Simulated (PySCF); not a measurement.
C3H6NO, SMILES C[N]C(C)=O, multiplicity 2. Geometry optimised at PBE-D3(BJ)/def2-SVP. The isomer is the one that the SMILES or the coordinates give; other isomers of the formula were not compared.

Computed equilibrium geometry at PBE-D3(BJ)/def2-SVP (PySCF confirms it by a frequency run) as a Z-matrix:
```
C
O 1 1.2460
N 1 1.3622 2 118.88
C 3 1.4269 1 121.29 2 32.44
H 4 1.1124 3 113.99 1 12.60
H 4 1.1145 5 109.05 3 124.23
H 4 1.1150 5 109.87 6 114.32
C 1 1.5077 2 123.30 3 -172.28
H 8 1.1067 1 109.54 2 -41.78
H 8 1.1068 9 110.53 1 122.82
H 8 1.1096 9 107.58 10 118.12
```
Charge 0, spin multiplicity 2.
